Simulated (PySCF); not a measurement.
**Vibration and rotation of CuBr**

PBE0 constants of CuBr, ¹Σ⁺ (singlet), closed shell (basis Cu cc-pVTZ-PP with ECP10, Br cc-pVTZ-PP with ECP10; scalar-relativistic core potentials; PySCF 2.14; masses 62.9296 and 78.9183 u):

| Quantity | Value |
| --- | --- |
| ωe | 311.1 cm⁻¹ |
| ωexe | 0.965 cm⁻¹ |
| Be | 0.10127 cm⁻¹ |
| αe | 0.000457 cm⁻¹ |
| D (centrifugal) | 4.29e-08 cm⁻¹ |
| De to Cu (3d10 4s1) + Br | 3.34 eV |

(1) Give the vibrational terms G(v) and spacings up to v = 6.

(2) How well does the Morse estimate ωe²/(4ωexe) reproduce De, and what is D0?

## Answers

(1) G(v) = ωe(v+½) − ωexe(v+½)².

```json
{"v": "0", "G(v) (cm⁻¹)": "155.3", "G(v) − G(v−1)": "", "Bv (cm⁻¹)": "0.1010"}
{"v": "1", "G(v) (cm⁻¹)": "464.5", "G(v) − G(v−1)": "309.2", "Bv (cm⁻¹)": "0.1006"}
{"v": "2", "G(v) (cm⁻¹)": "771.7", "G(v) − G(v−1)": "307.2", "Bv (cm⁻¹)": "0.1001"}
{"v": "3", "G(v) (cm⁻¹)": "1077.0", "G(v) − G(v−1)": "305.3", "Bv (cm⁻¹)": "0.0997"}
{"v": "4", "G(v) (cm⁻¹)": "1380.4", "G(v) − G(v−1)": "303.4", "Bv (cm⁻¹)": "0.0992"}
{"v": "5", "G(v) (cm⁻¹)": "1681.9", "G(v) − G(v−1)": "301.5", "Bv (cm⁻¹)": "0.0988"}
{"v": "6", "G(v) (cm⁻¹)": "1981.4", "G(v) − G(v−1)": "299.5", "Bv (cm⁻¹)": "0.0983"}
```

(2) It gives 3.11 eV, 93 % of the computed De. D0 = De − G(0) = 3.34 − 0.02 = 3.32 eV.
